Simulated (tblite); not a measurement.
Compound: C₆H₁₃FGe.
Z-matrix (Å and degrees, GFN2-xTB geometry), rows numbered from 1:
```
C 
C   1  1.5282
C   2  1.5345  1  110.23
C   3  1.5306  2  113.98  1   162.55
C   4  1.5283  3  113.48  2    75.20
Ge  5  1.9839  4  108.69  3   -53.41
F   6  1.7731  5  105.79  4   -76.12
C   2  1.5308  1  109.54  3  -123.84
H   1  1.0877  2  110.61  3   179.12
H   1  1.0886  2  110.34  3    59.25
H   1  1.0878  2  110.74  3   -60.81
H   2  1.0966  1  108.34  3   118.15
H   3  1.0928  2  108.04  1    42.48
H   3  1.0938  2  109.39  1   -74.35
H   4  1.0931  3  108.76  2   -46.43
H   4  1.0940  3  108.96  2  -163.26
H   5  1.0898  4  110.12  3  -175.66
H   5  1.0904  4  109.94  3    65.97
H   6  1.5220  5  118.79  4   173.07
H   8  1.0909  2  109.66  1    57.29
H   8  1.0905  2  110.02  1   -60.68
```

Level: GFN2-xTB in tblite, geometry and Hessian alike; calculated harmonic values, unscaled, isolated species. Against measured fundamentals such values can be off by several per cent, at times by over 20. Modes of hydrogen on germanium can be 10 to 20 % off. One conformer, not necessarily the lowest.

Harmonic wavenumbers (cm⁻¹): 66.9, 94.2, 150.8, 181.3, 217.7, 264.7, 266.9, 312.8, 329.1, 417.1, 455.6, 480.9, 536.4, 576.4, 620.4, 659.4, 725.5, 764.9, 832.9, 904.4, 938.0, 958.8, 992.5, 1019.3, 1052.5, 1086.4, 1119.0, 1129.7, 1180.8, 1200.6, 1212.2, 1245.4, 1274.6, 1302.8, 1335.3, 1350.5, 1360.2, 1416.0, 1446.1, 1448.5, 1484.1, 1491.3, 1502.6, 1505.0, 1828.4, 2915.7, 2943.9, 2951.2, 2961.0, 2963.5, 2971.9, 2973.7, 2974.0, 2981.5, 3023.1, 3030.0, 3036.9.

A = 2149, B = 1093, C = 877.0 MHz; mass 178.021 u (most abundant isotopes); point group C1, symmetry number 1.

Q: Zero-point energy?

A: ½Σν̃ = 38233 cm⁻¹ = 457.37 kJ/mol.

Q: What is S at 298.15 K and 1 bar for an ideal gas of classical rigid rotors and harmonic oscillators?

A: Translation 173.48, rotation 123.16, vibration 111.87: S = 408.5 J/(mol K).

Q: And Cp and H(298.15 K) − H(0)?

A: Cp = 166.70 J/(mol K), of which vibrations give 133.44 (their classical limit is 57 R = 473.9); H(298.15 K) − H(0) = 28.84 kJ/mol without the zero-point energy, 18.92 from vibrations.

Q: How do the functions run with temperature in this model?

A: 
| T (K) | S (J/(mol K)) | Cp (J/(mol K)) | H − H(0) (kJ/mol) | G − H(0) (kJ/mol) | ln q(vib) |
| --- | --- | --- | --- | --- | --- |
| 100 | 286.0 | 73.9 | 4.99 | -23.61 | 1.09 |
| 200 | 351.8 | 120.7 | 14.75 | -55.61 | 3.36 |
| 300 | 409.5 | 167.6 | 29.15 | -93.72 | 5.87 |
| 500 | 516.2 | 253.6 | 71.64 | -186.46 | 11.11 |
| 800 | 655.7 | 339.0 | 161.66 | -362.87 | 18.93 |
| 1000 | 735.5 | 376.3 | 233.38 | -502.15 | 23.88 |

q(vib) and H(0) count from the zero-point level.

Q: Which modes carry the vibrational entropy at 298.15 K?

A: 66.9 cm⁻¹: 17.75; 94.2 cm⁻¹: 14.94; 150.8 cm⁻¹: 11.14; 181.3 cm⁻¹: 9.69; 217.7 cm⁻¹: 8.28; 264.7 cm⁻¹: 6.82 J/(mol K); the other 51 give 43.26 together.

Q: What must be added to the electronic energy to get the Gibbs energy at 298.15 K and 1 bar?

A: ZPE + [H(298.15 K) − H(0)] − T·S = 457.37 + 28.84 − 121.80 = 364.41 kJ/mol.

Q: Blend soft modes into free rotors: weight 1/[1 + (100 cm⁻¹/ν̃)⁴] for the oscillator and the rest for a rotor with moment μB/(μ + B), μ = h/(8π²ν), B = 10⁻⁴⁴ kg m². What vibrational entropy results?

A: 106.85 J/(mol K) in place of 111.87, which changes −T·S at 298.15 K by +1.50 kJ/mol.

Hindered rotation and anharmonicity are outside this model. Other conformers, if any are populated, would add a mixing term that is left out. The structure is chiral; the term R ln 2 for an equal mix with its mirror image is left out.
